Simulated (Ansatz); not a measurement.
A run on `FC1=C[SiH2]O1` with other settings.

```yaml
crystal:
  periodic: [false, false, false]
  atoms:
    - {symbol: F, position_ang: [-0.433502, 1.551466, 1.752570]}
    - {symbol: C, position_ang: [-0.196408, 0.702586, 0.786851]}
    - {symbol: C, position_ang: [0.742705, -0.249085, 0.649908]}
    - {symbol: Si, position_ang: [-0.102300, -0.513889, -0.942303]}
    - {symbol: O, position_ang: [-1.035189, 0.785766, -0.263916]}
    - {symbol: H, position_ang: [1.530625, -0.532563, 1.323245]}
    - {symbol: H, position_ang: [0.535151, -0.092161, -2.209383]}
    - {symbol: H, position_ang: [-0.948983, -1.709119, -1.152571]}
basis:
  gaussian: {orbitals: def2-SVPD}
hamiltonian: {xc: {name: r2SCAN0}, dispersion: d3bjatm}
output: {forces: true}
```

```sh
$ ansatz run in.yaml --threads 2 --pin off --events-out ev --progress --plain --max-ram 4352MiB
```

It prints (some lines left out):

```
Functional definition: r2SCAN0
1145 factors; their error is unknown
mean field evaluation 1: about -14746.3197 eV, gradient 5.0e1 eV
mean field evaluation 2: about -14744.2257 eV, gradient 5.8e1 eV
mean field evaluation 4: about -14751.1686 eV, gradient 2.8e0 eV
mean field evaluation 8: about -14751.1850 eV, gradient 4.3e-2 eV
mean field evaluation 16: about -14751.2625 eV, gradient 1.8e-5 eV
mean field -14751.26251976 eV, -542.0988988364 hartree, gradient 1.8e-5 eV, S^2 0.000000; 0 other end points of the search recorded, 0 dependent functions left out
reference -14751.26253106 eV, -542.0988992517 hartree; 23, 23 occupied and 111, 111 virtual orbitals, 1145 factors
Total energy: -14751.30938449 eV, -542.1006210834 hartree
Atom 0 at    -0.433502     1.551466     1.752570 Å, force     0.046052    -0.127450    -0.130056 eV/Å
Atom 1 at    -0.196408     0.702586     0.786851 Å, force    -0.295155     0.285965     0.023892 eV/Å
Atom 2 at     0.742705    -0.249085     0.649908 Å, force    -0.036570     0.023488    -0.015859 eV/Å
Atom 3 at    -0.102300    -0.513889    -0.942303 Å, force     0.181510    -0.461266    -0.449764 eV/Å
Atom 4 at    -1.035189     0.785766    -0.263916 Å, force    -0.020302     0.284820     0.406026 eV/Å
Atom 5 at     1.530625    -0.532563     1.323245 Å, force     0.132780    -0.039807     0.124887 eV/Å
Atom 6 at     0.535151    -0.092161    -2.209383 Å, force    -0.010041     0.010632     0.024892 eV/Å
Atom 7 at    -0.948983    -1.709119    -1.152571 Å, force     0.001725     0.023619     0.015982 eV/Å
Dipole moment:     0.240142    -0.340495    -0.183704 e Å
```

Hardware: 2 threads of an Arm Neoverse V2 on a shared host. Wall time 4.8 s, peak host memory 0.42 GiB.
